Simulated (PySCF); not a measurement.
Structure elucidation problem

Molecular formula: C₃H₇ClO₂Si₂. Simulated spectra:

1H NMR (600 MHz, computed): δ 5.68 (br s, 1H), 5.18 (m, 1H), 5.08 (m, 1H), 4.88 (br s, 1H), 0.51 (s, 3H).

13C{1H} NMR (computed): δ 166.4 (C), 110.9 (CH2), 4.1 (CH3).

Theory: coordinates at the GFN2-xTB level, PBE0/pcSseg-1 with gauge-including orbitals, in PySCF (in vacuum, one computed conformer, no relativistic terms, equivalent nuclei averaged).

Referencing at the same level of theory: TMS for 1H (31.72 ppm) and 13C (186.93 ppm).

Task: Deduce the structure.

Result: 
- Rings plus π bonds: 2 (1 ring in the answer).
- 3 carbon signals for 3 carbons: no two carbons are equivalent.
- Carbon types of the structure: 1 × C, 1 × CH2, 1 × CH3, leaving 2 H on heteroatoms.
- δC 166.4: alkene carbon bearing oxygen; an sp2 carbon further deshielded by the attached heteroatom.
- δC 110.9: β carbon of an enol-ether or enamine type C=C; the O or N lone pair pushes π density onto this β carbon and shields it.
- δC 4.1: methyl carbon bonded to Si; an electropositive neighbour leaves it electron-rich and shielded.
- δH 5.68, 4.88: hydrogen on a β carbon of an enol-ether or enamine type C=C.
- δH 5.18, 5.08: hydrogen on a silicon bonded to 2 O, in a 5-membered ring.
- δH 0.51: hydrogen on a methyl carbon bonded to Si; an electropositive neighbour shields it, as in TMS itself.

The compound is `C=C1O[SiH2]O[Si@@]1(C)Cl`.

This is the structure that produced the data.

Shifts are as computed. Against solution values, carbons near 30 ppm lie about +3 ppm off and those near 130 ppm about +5 ppm. Of 1211 compounds with measured shifts, 218 miss one by over three times the rms of a fit or turn the order of signals round; such compounds aren't used in these exercises. Multiplicities follow the n + 1 count of equivalent neighbours, as no J values were calculated; m marks all less simple cases, F and P coupling included.
